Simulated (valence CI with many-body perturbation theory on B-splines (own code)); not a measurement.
# Sn35+: calculated level list

Method: relativistic CI+MBPT: five valence electrons over a frozen Dirac-Fock core [Ne], radial functions for each j: 9 s, 9 p, 8 d, 6 f, 3 g, 1 h, with the one-electron correlation potential Σ1, the two-electron term Σ2, the three-electron term Σ3, Breit, model QED; selected CI, second order for the rest (own B-spline code, finite nucleus).

No measured spectrum was set against this ion. As an estimate, large intervals hold to a few tenths of a per cent, small ones and those within an open d or f shell to about a per cent. Among the levels kept, up to 540 cm⁻¹ of a level comes from second order outside the variational space, and about a tenth of that is noise between levels of different J, which matters for small intervals.

Levels 1 to 45 of 49, with energies above the lowest level, (3s^2 3p1/2^2 3p3/2) J=3/2. "Leading %" is the weight of the configuration and term that name the level; weights of strongly mixed levels are sums over their largest components and can fall short. In the jj column 3d3/2^4 stands for four electrons in 3d with j = 3/2.

| No. | Configuration | Term | J | E (cm⁻¹) | Leading % | Leading jj | g |
| --- | --- | --- | --- | --- | --- | --- | --- |
| 1 | 3s2.3p3 | 2P° | 3/2 | 0 | 42 | 3s^2 3p1/2^2 3p3/2 (97 %) | 1.429 |
| 2 | 3s2.3p3 | 4S° | 3/2 | 386590 | 50 | 3s^2 3p1/2 3p3/2^2 (97 %) | 1.418 |
| 3 | 3s2.3p3 | 2D° | 5/2 | 445800 | 98 | 3s^2 3p1/2 3p3/2^2 (98 %) | 1.195 |
| 4 | 3s2.3p3 | 2P° | 1/2 | 518850 | 98 | 3s^2 3p1/2 3p3/2^2 (98 %) | 0.659 |
| 5 | 3s2.3p3 | 2P° | 3/2 | 912150 | 55 | 3s^2 3p3/2^3 (97 %) | 1.275 |
| 6 | 3s2.3p2.3d | 4F | 3/2 | 1097100 | 35 | 3s^2 3p1/2^2 3d3/2 (88 %) | 0.823 |
| 7 | 3s.3p4 | 4P | 5/2 | 1117000 | 62 | 3s 3p1/2^2 3p3/2^2 (76 %) | 1.484 |
| 8 | 3s2.3p2.3d | 4F | 5/2 | 1287000 | 28 | 3s^2 3p1/2^2 3d5/2 (73 %) | 1.204 |
| 9 | 3s.3p4 | 2S | 1/2 | 1293000 | 42 | 3s 3p1/2^2 3p3/2^2 (79 %) | 2.272 |
| 10 | 3s.3p4 | 4P | 3/2 | 1308400 | 28 | 3s 3p1/2^2 3p3/2^2 (61 %) | 1.156 |
| 11 | 3s2.3p2.3d | 2F | 5/2 | 1488300 | 46 | 3s^2 3p1/2 3p3/2 3d3/2 (94 %) | 0.974 |
| 12 | 3s2.3p2.3d | 4D | 3/2 | 1488800 | 29 | 3s^2 3p1/2 3p3/2 3d3/2 (87 %) | 0.953 |
| 13 | 3s2.3p2.3d | 4D | 1/2 | 1496500 | 73 | 3s^2 3p1/2 3p3/2 3d3/2 (94 %) | 0.268 |
| 14 | 3s.3p4 | 4P | 3/2 | 1523900 | 40 | 3s 3p1/2 3p3/2^3 (51 %) | 1.445 |
| 15 | 3s2.3p2.3d | 4F | 7/2 | 1542900 | 35 | 3s^2 3p1/2 3p3/2 3d3/2 (86 %) | 1.091 |
| 16 | 3s.3p4 | 2D | 5/2 | 1583800 | 32 | 3s^2 3p1/2 3p3/2 3d5/2 (54 %) | 1.195 |
| 17 | 3s2.3p2.3d | 4D | 7/2 | 1591900 | 47 | 3s^2 3p1/2 3p3/2 3d5/2 (97 %) | 1.307 |
| 18 | 3s2.3p2.3d | 2G | 9/2 | 1651700 | 50 | 3s^2 3p1/2 3p3/2 3d5/2 (96 %) | 1.217 |
| 19 | 3s2.3p2.3d | 4P | 5/2 | 1674900 | 37 | 3s^2 3p1/2 3p3/2 3d3/2 (44 %) | 1.309 |
| 20 | 3s2.3p2.3d | 2P | 1/2 | 1690000 | 31 | 3s^2 3p1/2 3p3/2 3d3/2 (40 %) | 1.271 |
| 21 | 3s2.3p2.3d | 4D | 3/2 | 1706000 | 37 | 3s^2 3p1/2 3p3/2 3d5/2 (44 %) | 1.150 |
| 22 | 3s2.3p2.3d | 4P | 3/2 | 1716200 | 28 | 3s^2 3p1/2 3p3/2 3d3/2 (71 %) | 1.283 |
| 23 | 3s2.3p2.3d | 2S | 1/2 | 1760700 | 34 | 3s^2 3p1/2 3p3/2 3d3/2 (44 %) | 1.893 |
| 24 | 3s2.3p2.3d | 4D | 5/2 | 1761000 | 36 | 3s^2 3p1/2 3p3/2 3d3/2 (32 %) | 1.182 |
| 25 | 3s2.3p2.3d | 2G | 7/2 | 1762500 | 42 | 3s^2 3p1/2 3p3/2 3d5/2 (76 %) | 1.067 |
| 26 | 3s2.3p2.3d | 2D | 3/2 | 1822500 | 43 | 3s^2 3p1/2 3p3/2 3d5/2 (78 %) | 1.043 |
| 27 | 3s2.3p2.3d | 2D | 5/2 | 1828700 | 41 | 3s^2 3p1/2 3p3/2 3d5/2 (66 %) | 1.191 |
| 28 | 3s.3p4 | 2P | 3/2 | 1866900 | 35 | 3s 3p1/2 3p3/2^3 (52 %) | 1.157 |
| 29 | 3s2.3p2.3d | 2P | 1/2 | 1912900 | 57 | 3s^2 3p1/2 3p3/2 3d5/2 (47 %) | 1.142 |
| 30 | 3s2.3p2.3d | 2F | 7/2 | 2050400 | 47 | 3s^2 3p3/2^2 3d5/2 (95 %) | 1.259 |
| 31 | 3s2.3p2.3d | 2P | 1/2 | 2053300 | 44 | 3s^2 3p3/2^2 3d5/2 (68 %) | 1.246 |
| 32 | 3s2.3p2.3d | 4F | 9/2 | 2073800 | 49 | 3s^2 3p3/2^2 3d5/2 (96 %) | 1.219 |
| 33 | 3s2.3p2.3d | 4P | 1/2 | 2099900 | 35 | 3s^2 3p3/2^2 3d3/2 (73 %) | 1.563 |
| 34 | 3s2.3p2.3d | 2D | 5/2 | 2100100 | 37 | 3s^2 3p3/2^2 3d3/2 (71 %) | 1.199 |
| 35 | 3s2.3p2.3d | 2D | 3/2 | 2104000 | 30 | 3s^2 3p3/2^2 3d3/2 (75 %) | 1.156 |
| 36 | 3s2.3p2.3d | 2F | 7/2 | 2129900 | 71 | 3s^2 3p3/2^2 3d3/2 (83 %) | 1.093 |
| 37 | 3s2.3p2.3d | 2D | 3/2 | 2206000 | 53 | 3s^2 3p3/2^2 3d3/2 (70 %) | 0.972 |
| 38 | 3s.3p3.3d | 6D° | 5/2 | 2218600 | 39 | 3s 3p1/2^2 3p3/2 3d3/2 (82 %) | 1.376 |
| 39 | 3s2.3p2.3d | 2D | 5/2 | 2220400 | 81 | 3s^2 3p3/2^2 3d5/2 (96 %) | 1.203 |
| 40 | 3s.3p3.3d | 6D° | 3/2 | 2226100 | 48 | 3s 3p1/2^2 3p3/2 3d3/2 (83 %) | 1.486 |
| 41 | 3s.3p3.3d | 6D° | 1/2 | 2227900 | 57 | 3s 3p1/2^2 3p3/2 3d3/2 (82 %) | 2.825 |
| 42 | 3s.3p3.3d | 6D° | 7/2 | 2241600 | 42 | 3s 3p1/2^2 3p3/2 3d3/2 (62 %) | 1.402 |
| 43 | 3s2.3p2.3d | 2D | 3/2 | 2306500 | 53 | 3s^2 3p3/2^2 3d5/2 (78 %) | 1.073 |
| 44 | 3s.3p3.3d | 6D° | 9/2 | 2318000 | 56 | 3s 3p1/2^2 3p3/2 3d5/2 (84 %) | 1.436 |
| 45 | 3s.3p3.3d | 4F° | 3/2 | 2328000 | 37 | 3s 3p1/2^2 3p3/2 3d3/2 (57 %) | 0.904 |

Where two levels of one J and parity lie close, their mixing, g and order are uncertain.

The ionisation energy to 3s2.3p2 3P_0 of the next ion comes out as 2308.5 eV (NIST: 2326 ± 9 eV (semi-empirical)). All 49 levels together are meant to be complete up to 2426700 cm⁻¹.
